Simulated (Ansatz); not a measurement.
Consider the hydrogenolysis of the Si–F bond: `C=C[Si](F)(F)C=C` + H₂ → `C=C[SiH](F)C=C` + H–F.

Gas-phase electronic energies from Ansatz, PBE0-D4/def2-TZVP geometries. CCSD(T)/CBS adds triple-zeta CCSD(T) − MP2 to the extrapolated MP2 energy (def2 sets, frozen cores). This one scheme is used for every species. Functionals use def2-TZVPP. Each species was taken in one conformer, which may not be the lowest.

`C=C[Si](F)(F)C=C`:

Cartesian coordinates in Å:
```
C -0.520 -2.079 1.543
C -0.868 -0.968 0.898
Si 0.339 0.358 0.483
F 1.731 -0.036 1.150
F -0.123 1.734 1.140
C 0.573 0.657 -1.318
C 0.270 1.816 -1.899
H 0.500 -2.248 1.876
H -1.236 -2.864 1.770
H -1.904 -0.851 0.586
H 0.955 -0.152 -1.938
H -0.116 2.655 -1.327
H 0.397 1.978 -2.965
```

H₂:

Cartesian coordinates in Å:
```
H -0.354 -0.105 0.056
H 0.354 0.105 -0.056
```

`C=C[SiH](F)C=C`:

```xyz
13

C    -0.273   -0.358    2.277
C    -0.730    0.139    1.131
Si    0.376    1.033   -0.052
F    -0.177    2.519   -0.306
C     0.457    0.180   -1.694
C     0.009   -1.058   -1.885
H    -0.908   -0.899    2.973
H     0.767   -0.242    2.573
H    -1.782   -0.003    0.887
H     1.721    1.176    0.563
H     0.907    0.702   -2.538
H    -0.446   -1.631   -1.082
H     0.080   -1.559   -2.847
```

H–F:

```xyz
2

F     0.268   -0.316   -0.200
H    -0.268    0.316    0.200
```

(1) Is it downhill or uphill in electronic energy at CCSD(T)/CBS, and by how much? (An estimate is asked.)

(2) What do these levels give: PBE-D4, r2SCANh-D4, r2SCAN0-D4, CAM-B3LYP-D4, B2PLYP, BLYP, r2SCAN, PBE0, r2SCANh, CAM-B3LYP, RPA@PBE/def2-TZVPP, CCSD/def2-TZVPP? (Estimate.)

Largest T1 diagnostic among the species: 0.012.

## Answers

(1) Computed: Uphill: ΔE = +137.0 kJ/mol.

(2) Computed: PBE-D4 133.2, r2SCANh-D4 146.8, r2SCAN0-D4 144.3, CAM-B3LYP-D4 144.3, B2PLYP 141.0, BLYP 139.2, r2SCAN 148.1, PBE0 131.0, r2SCANh 146.4, CAM-B3LYP 142.9, RPA@PBE/def2-TZVPP 134.8, CCSD/def2-TZVPP 136.3 kJ/mol.

At CCSD(T), def2-SVP lies −7.8 kJ/mol from the extrapolated value and def2-TZVPP +0.2 kJ/mol. Leaving LDA and LC-ωPBE aside and taking each functional with its dispersion term where it has one, the values, not all of them listed here, spread over 16.5 kJ/mol, from HSE06-D4 to r2SCAN-D4. LDA lies +4.0 kJ/mol from PBE without D4. From r2SCAN to r2SCAN0 (25 % exact exchange), in def2-TZVPP and without D4, ΔE moves by −4.3 kJ/mol.
